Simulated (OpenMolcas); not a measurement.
**W V: effect of the IPEA shift**

```json
{"Program": "OpenMolcas", "Basis": "ANO-RCC-VTZP [8s7p5d3f2g1h]", "Scalar Hamiltonian": "DKH2, point nucleus", "Active space": "2 electrons in 5 orbitals (5d)", "State averaging": "2S+1 = 3 even, 10 roots; 2S+1 = 1 even, 15 roots", "Spin-orbit coupling": "RASSI with atomic mean-field integrals over the reference wave functions, term energies averaged over their components"}
```

Methods on the same reference wave functions:
A. CASSCF
B. SS-CASPT2, IPEA 0 Eh, imaginary shift 0.1 Eh (closed shells correlated: 5s 5p)
C. SS-CASPT2, IPEA 0.25 Eh, imaginary shift 0.1 Eh (closed shells correlated: 5s 5p)

Energies in cm⁻¹ above 5d² ³F₂, the measured ground level; measured values from the list in J. Phys. B 45, 065001 (2012).

| Level | A | B | C | Measured |
| --- | --- | --- | --- | --- |
| 5d² ³F₂ | 0.0 | 0.0 | 0.0 | 0.0 |
| 5d² ³F₃ | 6160 | 6450 | 6440 |  |
| 5d² ³F₄ | 11710 | 11890 | 11860 | 11519 |
| 5d² ³P₀ | 14834 | 13430 | 13580 | 12839 |
| 5d² ¹D₂ [54 %] | 16066 | 14000 | 14100 |  |
| 5d² ³P₁ | 18222 | 17100 | 17260 | 16331 |
| 5d² ¹G₄ | 24782 | 23610 | 23400 | 22346 |
| 5d² ³P₂ [60 %] | 25095 | 23360 | 23490 | 22615 |
| 5d² ¹S₀ | 50134 | 44490 | 44510 | 43110 |

Deviations, from unrounded energies. A percentage is the sum of absolute deviations over the sum of measured energies, with the sign that they share, or ± where signs differ.

```
                        Against measurement  Levels      A     B     C
             mean absolute deviation (cm-1)       6   2700   850   890
      fine structure of the ground term (%)       1   +1.7  +3.2  +3.0
other terms of the ground configuration (%)       5  +13.5  +4.0  +4.3
```

B, C lie about equally close to measurement and A furthest from it. The largest miss of B in the table is 5d² ¹S₀, by +1400 cm-1. The ranking rests on the paired levels alone, and a cruder setting can come out closer through cancelling errors.

Between B and C the level of the table that moves most is 5d² ¹G₄, by 200 cm-1 (lowest in C, highest in B). Moves below CASPT2's spread within the term are not significant.

The mean deviations of B to C differ by less than CASPT2's widest spread within a term (740 cm-1), so their order carries little weight.

From A to B the spin-free energies of the other terms of 5d² shown, above ³F, scale by factors of 0.69 to 0.90.

The lowest spin-free term lies below A's lowest term by 0.220 hartree in B, 0.216 hartree in C.

CASPT2 breaks the degeneracy within a term, and the mean is taken; among the terms shown or strongly mixed into the levels shown the widest spread is 740 cm-1 (5d² ¹G, B). Without dynamic correlation excited terms often stand tens of per cent too high (terms of higher spin than the ground term too low), and those without a measured partner can miss by more than the paired ones (holds for A). Measured partners are found by configuration, term and J. A level has none where our copy of the source lacks it or the pairing is in doubt (some pairs that miss far off the trend of their configuration count as doubtful), and it then counts in no deviation. Only configurations of the active space appear.

A share in square brackets marks a mixed level and gives the weight of the term that names it, the lowest over the columns.
